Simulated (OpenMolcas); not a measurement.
A calculation on Ni5+.

```json
{"Program": "OpenMolcas", "Method": "CASSCF", "Basis": "ANO-RCC-VTZP [6s5p3d2f1g]", "Scalar Hamiltonian": "DKH2, point nucleus", "Active space": "5 electrons in 5 orbitals (3d)", "State averaging": "2S+1 = 6 even, 1 root; 2S+1 = 4 even, 24 roots; 2S+1 = 2 even, 75 roots", "Spin-orbit coupling": "RASSI with atomic mean-field integrals over the reference wave functions, term energies averaged over their components"}
```

(1) Which level of the active space comes out lowest?

(2) How high does 3d⁵ ²I_13/2 lie?

(3) How high does 3d⁵ ²I_11/2 lie?

(4) How high does 3d⁵ ⁴D_5/2 lie?

(5) The level at 53779 cm⁻¹ has J = 5/2. What is it made of, and what is its g factor?

Measured values: Corliss and Sugar, J. Phys. Chem. Ref. Data 10, 197 (1981).

Results:

(1) 3d⁵ ⁶S_5/2, with 100 % of that term; it is also the measured ground level.

(2) 66974 cm⁻¹ above the lowest level; measured 61280 cm⁻¹ above the ground level, so the calculation is off by +9 %.

(3) 66809 cm⁻¹ above the lowest level; measured 61196 cm⁻¹ above the ground level, so the calculation is off by +9 %.

(4) 58653 cm⁻¹ above the lowest level.

(5) 90 % 3d⁵ ⁴P_5/2, 9 % 3d⁵ ⁴D; g = 1.577, against 1.601 from Landé's formula for the pure leading term.

Without dynamic correlation excited terms often stand tens of per cent too high (terms of higher spin than the ground term too low), and those without a measured partner can miss by more than the paired ones. Measured partners are found by configuration, term and J. A level has none where our copy of the source lacks it or the pairing is in doubt (some pairs that miss far off the trend of their configuration count as doubtful), and it then counts in no deviation. Levels of configurations outside the active space are missing.
